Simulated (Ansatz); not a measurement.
Ideal-gas functions of CHF2NSi, SMILES `FC1=N[SiH]1F` at 400 K and 1 bar, from an Ansatz frequency run at PBE0-D4/def2-TZVP.

Molar mass 93.11 g/mol, point group C1 (symmetry number 1), electronic degeneracy 1, moments of inertia 41.22, 202.586, 216.899 u Å². Harmonic wavenumbers (cm⁻¹, unscaled): 184, 283, 384, 469, 608, 699, 777, 848, 964, 1334, 1664, 2325.

Use S(trans) = R[1.5 ln M + 2.5 ln T − 1.1517]; rotational temperatures θ = 24.2544 K / I; S(rot) = R[ln(√π/σ · √(T³/θAθBθC)) + 1.5]; for each mode x = 1.438777 ν̃/T, S = R[x/(eˣ − 1) − ln(1 − e⁻ˣ)] and H = RT x/(eˣ − 1); 1 cm⁻¹ = 0.0119627 kJ/mol; R = 8.31446 J/(mol·K).

Question: By hand: the entropy, in J/(mol·K).

Answer: Translation 171.5. Rotation: θ = 0.5884, 0.1197, 0.1118 K, giving 112.1. Vibration, mode by mode: 11.90, 8.52, 6.26, 4.89, 3.29, 2.54, 2.04, 1.66, 1.19, 0.40, 0.15, 0.02, in all 42.8. Electronic 0.0. Sum 326.4 J/(mol·K).

Question: By hand: H − E and G − E in kJ/mol, counted from the electronic energy.

Answer: Zero-point energy ½ × 10539 × 0.0119627 = 63.0; thermal vibration 10.4; translation, rotation and pV give 4 RT = 13.3. H − E = 86.7 kJ/mol, and G − E = 86.7 − 400 × 326.4/1000 = -43.9 kJ/mol.

Vibration gives 13 % of the entropy. The sum counts one conformer and one mirror image; others add a mixing term.
